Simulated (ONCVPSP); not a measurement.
Which change was made? (Si, ONCV)

* Element: Si (Z = 14)
* Generator: ONCVPSP 4.0.1
* Type: optimised norm-conserving Vanderbilt (ONCV)
* Functional: PBE
* Relativity: scalar-relativistic
* Frozen core: [Ne]
* Valence charge: 4
* Reference configuration: 3s2 3p1 (charge +1)
* Partial waves: 3s: rc 1.60 bohr, ncon 4, nbas 7, qcut 4.9 1/bohr, local; 3p: rc 2.10 bohr, ncon 4, nbas 7, qcut 4.2 1/bohr, 3 projectors, debl 0.6 Ha
* Local potential: the s channel
* Core correction: none

Cutoffs, loose and tight: the cutoffs (Ha) at which the residual kinetic energy of the hardest occupied pseudo-wave falls to 1 and 0.1 mHa per electron. They do not see the model core or the augmentation charge, which bear on the density cutoff. Test errors are all-electron minus pseudo excitation energies from the reference, over the configurations 3s2 3p2; 3s2 3p0; 3s1 3p0; 3s1 3p3; variants that change the core or the reference have their own tests.

The base gives: outcome: generated; cutoff, loose: 8.3 Ha; cutoff, tight: 11 Ha; bound ghosts: p; GHOST(+) flags above zero: p; largest test error (meV): +68.

(1) After one change the result is: outcome: generated; cutoff, loose: 8.3 Ha; cutoff, tight: 11 Ha; bound ghosts: none; GHOST(+) flags above zero: p; largest test error (meV): +70. Which change was it?
A. s: nproj 1; local potential polynomial inside 1.40 bohr (lpopt 5, dvloc0 6 Ha)
B. core correction Teter function, fcfact 2.25, rcfact 1.8
C. s: qcut 3.3

Answers

(1) A. The others give: core correction Teter function, fcfact 2.25, rcfact 1.8 → outcome: generated; cutoff, loose: 8.3 Ha; cutoff, tight: 11 Ha; bound ghosts: p; GHOST(+) flags above zero: p; largest test error (meV): -177 | s: qcut 3.3 → outcome: generated; cutoff, loose: 15 Ha; cutoff, tight: 38 Ha; bound ghosts: p; GHOST(+) flags above zero: p; largest test error (meV): +69.
